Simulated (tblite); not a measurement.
C₁₁H₈N₂.
Cartesian coordinates in Å at the GFN2-xTB level; atoms count from 1:
```
atom  x, y, z in Å
C1    -4.1109    2.2994   -0.7385
N2    -3.3289    1.4608   -0.5217
C3    -2.4228    0.4783   -0.2637
C4    -2.8621   -0.8244   -0.0433
C5    -1.9270   -1.8087    0.2164
C6    -0.5778   -1.5086    0.2601
C7    -0.1368   -0.2039    0.0347
N8     1.2223    0.1012    0.0726
C9     1.7658    1.2986    0.4516
C10    3.1227    1.2142    0.3521
C11    3.4263   -0.0822   -0.1207
C12    2.2432   -0.7422   -0.2727
C13   -1.0697    0.7937   -0.2305
H14   -3.9169   -1.0482   -0.0771
H15   -2.2535   -2.8218    0.3956
H16    0.1382   -2.2833    0.4850
H17    1.1532    2.1048    0.8024
H18    3.8267    1.9873    0.5874
H19    4.4032   -0.4742   -0.3224
H20    2.0510   -1.7306   -0.6396
H21   -0.7552    1.8068   -0.4281
```

Level: GFN2-xTB in tblite, geometry and Hessian alike; calculated harmonic values, unscaled, isolated species. The method is semi-empirical: single wavenumbers can be off by several per cent or more. One conformer, not necessarily the lowest.

Harmonic wavenumbers (cm⁻¹): 61.5, 89.5, 104.5, 144.7, 173.1, 267.6, 326.9, 345.4, 391.3, 437.1, 457.9, 498.9, 573.9, 579.0, 609.4, 650.2, 654.2, 760.1, 773.6, 793.8, 816.7, 822.8, 836.3, 843.7, 867.6, 886.0, 925.4, 955.3, 988.7, 1057.6, 1085.6, 1093.7, 1123.6, 1149.9, 1181.6, 1203.2, 1217.3, 1258.2, 1322.0, 1338.3, 1360.5, 1410.4, 1439.8, 1460.5, 1495.0, 1559.8, 1572.5, 1585.6, 2206.1, 3091.2, 3104.3, 3105.5, 3109.2, 3161.7, 3165.7, 3174.0, 3181.2.

A = 1957, B = 490.7, C = 399.9 MHz; mass 168.069 u (most abundant isotopes); point group C1, symmetry number 1.

Zero-point energy?

½Σν̃ = 34425 cm⁻¹ = 411.81 kJ/mol.

Give the ideal-gas entropy at 500 K and 1 bar in the rigid-rotor, harmonic-oscillator model (classical rotation).

Translation 183.51, rotation 136.59, vibration 220.73: S = 540.8 J/(mol K).

And Cp and H(500 K) − H(0)?

Cp = 277.14 J/(mol K), of which vibrations give 243.88 (their classical limit is 57 R = 473.9); H(500 K) − H(0) = 76.74 kJ/mol without the zero-point energy, 60.11 from vibrations.

What must be added to the electronic energy to get the Gibbs energy at 500 K and 1 bar?

ZPE + [H(500 K) − H(0)] − T·S = 411.81 + 76.74 − 270.42 = 218.13 kJ/mol.

Blend soft modes into free rotors: weight 1/[1 + (100 cm⁻¹/ν̃)⁴] for the oscillator and the rest for a rotor with moment μB/(μ + B), μ = h/(8π²ν), B = 10⁻⁴⁴ kg m². What vibrational entropy results?

209.04 J/(mol K) in place of 220.73, which changes −T·S at 500 K by +5.84 kJ/mol.

How do the functions run with temperature in this model?

```csv
T (K),S (J/(mol K)),Cp (J/(mol K)),H − H(0) (kJ/mol),G − H(0) (kJ/mol),ln q(vib)
50,253.3,52.8,2.01,-10.65,0.34
100,296.9,75.0,5.22,-24.47,1.37
298.15,423.3,179.9,30.00,-96.21,6.38
373.15,468.1,220.3,45.03,-129.64,8.46
750,668.6,351.1,156.12,-345.30,19.25
1000,776.2,395.6,249.88,-526.27,26.02
```

q(vib) and H(0) count from the zero-point level.

Which modes carry the vibrational entropy at 500 K?

61.5 cm⁻¹: 22.72; 89.5 cm⁻¹: 19.62; 104.5 cm⁻¹: 18.34; 144.7 cm⁻¹: 15.66; 173.1 cm⁻¹: 14.19; 267.6 cm⁻¹: 10.69 J/(mol K); the other 51 give 119.51 together.

Hindered rotation and anharmonicity are outside this model. Other conformers, if any are populated, would add a mixing term that is left out. The structure is chiral; the term R ln 2 for an equal mix with its mirror image is left out.
